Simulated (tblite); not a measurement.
Species: C4H5Br2ClSi.
Atom-mapped SMILES: `[CH3:1][C:2]#[C:3][Si@:4]([Cl:5])([Br:6])[CH2:7][Br:8]` (hydrogens: H9, H10, H11 on C1; H12, H13 on C7)

Computed with GFN2-xTB (tblite), gas phase: L-BFGS steps from a force-field or distance-geometry start until the largest atomic force falls under 0.01 eV/Å.

Step 61: E = -696.0322 eV
```
atom  x, y, z in Å  |  force x, y, z in eV/Å
C1      2.6540    0.8734   -1.1237    0.007   0.005  -0.023
C2      1.4113    0.6243   -0.4498   -0.011   0.025   0.036
C3      0.3619    0.4441    0.1171    0.015   0.002   0.042
Si4    -1.1662    0.1350    1.0778   -0.012   0.030   0.018
Cl5    -2.3295    1.7619    1.2951    0.012  -0.043  -0.006
Br6    -0.5222   -0.6400    3.0773   -0.017   0.005  -0.008
C7     -2.1185   -1.3236    0.3039   -0.011  -0.018  -0.021
Br8    -2.6960   -0.9093   -1.5212    0.012   0.006   0.006
H9      3.1263    1.7542   -0.6917    0.036   0.020  -0.012
H10     2.4694    1.0452   -2.1818    0.013   0.020  -0.067
H11     3.3191    0.0194   -1.0113    0.012  -0.030   0.015
H12    -3.0193   -1.5713    0.8611   -0.019  -0.031   0.004
H13    -1.4948   -2.2128    0.2296   -0.037   0.010   0.016
```

Step 62: E = -696.0331 eV
```
atom  x, y, z in Å  |  force x, y, z in eV/Å
C1      2.6534    0.8763   -1.1273   -0.014  -0.012  -0.018
C2      1.4127    0.6226   -0.4492   -0.009   0.031   0.047
C3      0.3674    0.4423    0.1256    0.030  -0.003   0.016
Si4    -1.1636    0.1303    1.0816   -0.010   0.029  -0.013
Cl5    -2.3266    1.7561    1.2997    0.002  -0.019  -0.002
Br6    -0.5202   -0.6470    3.0784   -0.017  -0.006   0.007
C7     -2.1250   -1.3206    0.3024    0.013  -0.040   0.048
Br8    -2.6674   -0.9163   -1.5347    0.011  -0.004   0.025
H9      3.1241    1.7588   -0.6973    0.035   0.017  -0.008
H10     2.4634    1.0483   -2.1846    0.016   0.014  -0.060
H11     3.3223    0.0239   -1.0179   -0.004  -0.012   0.012
H12    -3.0344   -1.5559    0.8529   -0.021  -0.002  -0.029
H13    -1.5106   -2.2181    0.2528   -0.032   0.007  -0.026
```

Step 63: E = -696.0335 eV
```
atom  x, y, z in Å  |  force x, y, z in eV/Å
C1      2.6530    0.8771   -1.1291   -0.014  -0.007  -0.015
C2      1.4138    0.6220   -0.4478    0.005   0.034   0.035
C3      0.3705    0.4408    0.1304    0.026  -0.004   0.009
Si4    -1.1627    0.1290    1.0830   -0.005   0.014  -0.016
Cl5    -2.3246    1.7542    1.3001   -0.009   0.000   0.000
Br6    -0.5219   -0.6489    3.0801   -0.017  -0.010   0.011
C7     -2.1268   -1.3197    0.3020    0.013  -0.031   0.064
Br8    -2.6589   -0.9185   -1.5380    0.009  -0.002   0.020
H9      3.1236    1.7606   -0.6998    0.029   0.006  -0.012
H10     2.4607    1.0499   -2.1865    0.017   0.005  -0.039
H11     3.3236    0.0254   -1.0205   -0.015  -0.001   0.007
H12    -3.0386   -1.5521    0.8494   -0.029   0.009  -0.028
H13    -1.5162   -2.2192    0.2590   -0.011  -0.013  -0.036
```

**Question.** Estimate the geometry and energy of step 64. (The exact step hangs on the optimiser's Hessian estimate; all steps are aligned on step 63, rigid shifts and turns removed.)

**Answer.** E = -696.0341 eV, largest force 0.062 eV/Å
```
atom  x, y, z in Å  |  force x, y, z in eV/Å
C1      2.6507    0.8790   -1.1334   -0.001   0.011  -0.009
C2      1.4160    0.6195   -0.4447    0.024   0.038   0.009
C3      0.3771    0.4350    0.1401    0.018  -0.005   0.000
Si4    -1.1602    0.1259    1.0867    0.002  -0.014  -0.007
Cl5    -2.3175    1.7527    1.3007   -0.027   0.028   0.003
Br6    -0.5270   -0.6545    3.0853   -0.018  -0.011   0.011
C7     -2.1294   -1.3183    0.3033    0.000  -0.025   0.057
Br8    -2.6359   -0.9232   -1.5462    0.013  -0.004   0.032
H9      3.1199    1.7650   -0.7050    0.020  -0.016  -0.023
H10     2.4536    1.0538   -2.1907    0.017  -0.012   0.002
H11     3.3260    0.0301   -1.0272   -0.030   0.015  -0.003
H12    -3.0502   -1.5409    0.8400   -0.024   0.022  -0.027
H13    -1.5277   -2.2235    0.2733    0.006  -0.029  -0.044
```

The energy changes by -0.0006 eV. The first-order estimate −F·Δx gives -0.0008 eV and the mean of the old and new forces, exact on a quadratic surface, -0.0006 eV. The step makes an angle of 82° with the force vector and moves no atom by more than 0.025 Å.

What follows is the cost of the whole relaxation. Hardware: one thread, Arm Neoverse V2 (aarch64), shared host with 48 logical CPUs at a one-minute load of 28. Cost: 0.66 s wall.
